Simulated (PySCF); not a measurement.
**Assignment exercise: C8H12N2**

Atoms are numbered as in `[CH3:1][c:2]1[cH:3][cH:4][c:5]([CH:6]([CH3:7])[CH3:8])[n:9][n:10]1`. Each H is labelled by its parent atom.

Computational details: σ from GIAO-PBE0/pcSseg-1, coordinates at the GFN2-xTB level, in PySCF 2.14.0 with density-fitted response routines (non-relativistic, one computed conformer, one averaged value for each set of equivalent atoms, no solvent).

Chemical shifts δ = σref − σ; TMS for 13C (σref 186.93), 1H (σref 31.72), all at this level.

**Question.** Assign these signals to the numbered atoms. 13C{1H} NMR (computed): δ 172.1 (C), 160.5 (C), 130.4 (CH), 129.8 (CH), 41.2 (CH), 26.1 (CH3), 24.9 (CH3).

**Answer.** 
```tsv
δ (ppm)	atoms	environment	reason
172.1	C5	substituted aromatic carbon next to a ring nitrogen	–
160.5	C2	substituted aromatic carbon next to a ring nitrogen	–
130.4	C3	aromatic CH	the aromatic region
129.8	C4	aromatic CH	–
41.2	C6	sp3 CH on an aromatic ring	saturated and bonded to C and H only
26.1	C7/C8	methyl carbon	a saturated carbon with 1 carbon neighbour and no heteroatom attached
24.9	C1	methyl carbon on an aromatic ring	aliphatic region, no heteroatom directly attached
```

C3 and C4; C7/C8 and C1 lie closer than the usual error of such a calculation, so a measured spectrum could show them in the other order.

**Question.** Assign these signals to the numbered atoms. 1H NMR (500 MHz, computed): δ 7.31 (m, 1H), 7.17 (m, 1H), 2.94 (s, 3H), 2.78 (sept, 1H), 1.56 (d, 6H).

**Answer.** 
7.31 → H(C3), hydrogen on an aromatic CH: it sits in the deshielding region of the aromatic ring current
7.17 → H(C4), hydrogen on an aromatic CH
2.94 → H(C1), hydrogen on a methyl carbon on an aromatic ring: benzylic-type position, deshielded by the ring
2.78 → H(C6), hydrogen on an sp3 CH on an aromatic ring: benzylic-type position, deshielded by the ring
1.56 → H(C7)/H(C8), hydrogen on a methyl carbon

Shifts are as computed. Against solution values, carbons near 30 ppm lie about +3 ppm off and those near 130 ppm about +5 ppm. Of 1211 compounds with measured shifts, 218 miss one by over three times the rms of a fit or turn the order of signals round; such compounds aren't used in these exercises. Multiplicities follow the n + 1 count of equivalent neighbours, as no J values were calculated; m marks all less simple cases, F and P coupling included.
